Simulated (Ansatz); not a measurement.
C₂H₆GeO (`[GeH3][CH]1CO1`), relaxed with RKS PBE0-D4/def2-TZVP in Ansatz from a PBE-D4/def2-SVP geometry. The force threshold is 0.005 eV/Å; the program also tests the step.

Total charge 0; spin multiplicity 1.

Start:

```xyz
10

Ge   -0.254    0.336    1.426
C     0.469   -0.484   -0.215
C    -0.078   -0.144   -1.548
O     1.150    0.421   -1.103
H    -1.233   -0.640    2.133
H     0.909    0.679    2.391
H    -0.997    1.635    1.025
H     0.966   -1.470   -0.107
H    -0.934    0.554   -1.633
H     0.003   -0.884   -2.368
```

```json
{"step": "1", "energy (eV)": "-60725.2004", "largest force (eV/Å)": "0.629", "largest move (Å)": "0.000"}
{"step": "2", "energy (eV)": "-60725.2341", "largest force (eV/Å)": "0.224", "largest move (Å)": "0.027"}
{"step": "3", "energy (eV)": "-60725.2373", "largest force (eV/Å)": "0.049", "largest move (Å)": "0.013"}
{"step": "4", "energy (eV)": "-60725.2374", "largest force (eV/Å)": "0.018", "largest move (Å)": "0.003"}
{"step": "5", "energy (eV)": "-60725.2374", "largest force (eV/Å)": "0.009", "largest move (Å)": "0.004"}
{"step": "6", "energy (eV)": "-60725.2374", "largest force (eV/Å)": "0.004", "largest move (Å)": "0.002"}
```

End:

```xyz
10

Ge   -0.249    0.338    1.414
C     0.466   -0.475   -0.213
C    -0.082   -0.149   -1.532
O     1.143    0.410   -1.108
H    -1.218   -0.642    2.099
H     0.897    0.672    2.382
H    -0.993    1.622    1.019
H     0.952   -1.446   -0.114
H    -0.912    0.549   -1.614
H    -0.004   -0.880   -2.333
```

Hardware: 4 threads of an Intel Xeon Platinum 8488C on a shared host. Wall time 13 s, peak host memory 0.47 GiB.
